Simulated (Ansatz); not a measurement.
Mulliken charges of CH$_{4}$ClFOSeSi, SMILES `CO[Si](F)(Cl)[SeH]` from r2SCAN/def2-TZVPP in Ansatz (PBE0-D4/def2-TZVP geometry).

| atom | x (Å) | y (Å) | z (Å) | charge (e) |
| --- | --- | --- | --- | --- |
| C1 | 0.119 | -1.301 | -1.109 | 0.001 |
| O2 | 0.260 | -0.982 | 0.265 | -0.349 |
| Si3 | 0.241 | 0.494 | 0.909 | 0.734 |
| F4 | 1.379 | 1.416 | 0.295 | -0.294 |
| Cl5 | 0.660 | 0.274 | 2.878 | -0.200 |
| Se6 | -1.748 | 1.477 | 0.500 | -0.184 |
| H7 | 1.042 | -1.076 | -1.649 | 0.074 |
| H8 | -0.086 | -2.369 | -1.181 | 0.073 |
| H9 | -0.706 | -0.747 | -1.565 | 0.067 |
| H10 | -1.162 | 2.814 | 0.657 | 0.078 |

**Question.** By hand: the dipole of these point charges (1 e Å = 4.8032 D).

**Answer.** Σ q r = (-0.197, -0.122, -0.443) e Å, of length 0.500 e Å = 2.40 D.

**Question.** How does the dipole of the full density compare? (An estimate is asked.)

**Answer.** Ansatz gave: (-0.118, -0.060, -0.350) e Å, 1.80 D; the point charges give 1.33 times that, at 7° from its direction.

Point charges leave out the atoms' own dipoles, such as those of lone pairs, and Mulliken's split depends on the basis, so the two needn't agree.
